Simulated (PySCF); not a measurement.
# How methods differ on the ionisation energy of I(2+)

I(2+) [Kr] 4d10 5s2 5p3 (4S) → I(3+) [Kr] 4d10 5s2 5p2 (3P), as a difference of total energies. All numbers are calculated (PySCF 2.14, a scalar-relativistic core potential, in aug-cc-pVDZ-PP with ECP28MDF). Correlated levels: valence: 4s2 4p6 4d10 frozen. The calculations carry no spin-orbit coupling.

```
           method  ionisation energy (eV)
              UHF                  29.823
              LDA                  30.464
              PBE                  30.275
             PBE0                  30.382
           r2SCAN                  30.546
            B3LYP                  30.298
              M06                  29.911
           revPBE                  30.226
            TPSSh                  30.328
    MP2 (valence)                  30.114
SCS-MP2 (valence)                  30.013
```

Q: How much does correlation contribute at MP2 (valence)?

A: 30.114 − (29.823) = 0.291 eV, measured against UHF.

The reference lies between the lowest fine-structure levels, while these numbers refer to the centres of the terms.

Errors of the correlated levels include the incompleteness of this basis and the frozen core.

For comparison: 29.57 ± 0.025 eV (measured; NIST Atomic Spectra Database, ionization energies).
